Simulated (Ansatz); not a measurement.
Geometry optimisation, Ansatz 0.2.0, RHF/def2-SVP.

The input (input.yaml):

```yaml
crystal:
  periodic: [false, false, false]
  atoms:
    - { symbol: Ta, position_ang: [-0.048199, -0.079991, 0.010677] }
    - { symbol: O, position_ang: [1.840141, -0.429391, 0.417775] }
    - { symbol: H, position_ang: [2.331832, -0.702895, 1.177423] }
    - { symbol: Cl, position_ang: [-0.539321, -0.568728, 2.294986] }
    - { symbol: Cl, position_ang: [0.490543, 0.799711, -2.106313] }
    - { symbol: "N", position_ang: [-1.315373, 1.408331, 0.224315] }
    - { symbol: H, position_ang: [-1.780425, 1.656744, 1.079459] }
    - { symbol: H, position_ang: [-1.541445, 2.048604, -0.516552] }
    - { symbol: F, position_ang: [-0.91645, -1.584735, -0.637048] }
    - { symbol: "N", position_ang: [1.763716, 2.537451, 1.113175] }
    - { symbol: H, position_ang: [1.215061, 2.29506, 1.918863] }
    - { symbol: H, position_ang: [1.199819, 2.976308, 0.409704] }
    - { symbol: H, position_ang: [2.261702, 1.72143, 0.741136] }
basis:
  gaussian: { orbitals: def2-SVP }
hamiltonian:
  xc: hf
relax:
  f_tol: 0.03
  max_steps: 50
```

Launched with:

```bash
$ ansatz run input.yaml --threads 4 --pin off --max-ram 5120MiB --backend cpu --events-out ev --progress --plain --runs-dir out
```

Task: Where does it end, and by what steps?

Result: The forces met the threshold. After 19 steps the energy has fallen by 0.321 eV; H13 moved furthest, 1.09 Å.

```
step  energy less start (eV)  largest force component (eV/Å)  accepted
   0                  0.0000                           1.671       yes
   1                 -0.1450                           0.281       yes
   2                 -0.1984                           0.272       yes
   3                 -0.2348                           0.554       yes
   4                 -0.2606                           0.872       yes
   5                 -0.2768                           0.807       yes
   6                 -0.2979                           0.322       yes
   7                 -0.3066                           0.341       yes
   8                 -0.3105                           0.368       yes
   9                 -0.3128                           0.172       yes
  10                 -0.3141                           0.077       yes
  11                 -0.3152                           0.122       yes
  12                 -0.3158                           0.181       yes
  13                 -0.3170                           0.152       yes
  14                 -0.3170                           0.405       yes
  15                 -0.3197                           0.107       yes
  16                 -0.3201                           0.163       yes
  17                 -0.3209                           0.047       yes
  18                 -0.3210                           0.046       yes
  19                 -0.3213                           0.012       yes
```

```xyz
13
Properties=species:S:1:pos:R:3
Ta -0.296 -0.426 -0.022
O 1.458 -0.591 0.536
H 2.310 -0.403 0.892
Cl -1.209 -0.912 2.118
Cl 0.277 0.242 -2.230
N -1.187 1.319 0.137
H -1.736 1.598 0.931
H -1.227 1.998 -0.602
F -1.147 -1.943 -0.716
N 1.977 3.055 1.331
H 2.177 2.466 2.119
H 1.016 2.915 1.075
H 2.549 2.759 0.559
```

Whether the end is a true minimum wasn't checked by a vibrational analysis.

The run took 40 s on 4 threads of Arm Neoverse V2, with other jobs on the host, peak memory 0.48 GiB.
